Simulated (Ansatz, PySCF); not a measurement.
Species: CF2I (charge 0, doublet). It need not be the lowest isomer of its formula. 
Coordinates optimised at B3LYP-D3(BJ)/def2-TZVP (Ansatz, a quantum-chemistry and plane-wave program):
```
C
F 1 1.3218
F 1 1.3218 2 109.51
I 1 2.1410 2 114.74 3 130.70
```
Charge 0, spin multiplicity 2.

Dipole moments at this geometry, in debye (magnitudes).

| level | program | dipole (D) |
|---|---|---|
| revPBE/def2-TZVPD | Ansatz | ___ |
| r2SCAN/def2-TZVPD | PySCF | 0.40 |
| r2SCANh/def2-TZVPD | Ansatz | 0.47 |
| r2SCAN0/def2-TZVPD | Ansatz | 0.56 |
| M06-2X/def2-TZVPD | PySCF | 0.71 |
| CAM-B3LYP/def2-TZVPD | Ansatz | 0.73 |
| wB97M-V/def2-TZVPD | Ansatz | 0.65 |
| wB97X-V/def2-TZVPD | Ansatz | 0.64 |
| CCSD(T)/def2-SVPD | Ansatz | ___ |

Q: Fill in the missing entries.

A: 
- revPBE/def2-TZVPD, dipole (D): 0.37
- CCSD(T)/def2-SVPD, dipole (D): 0.82
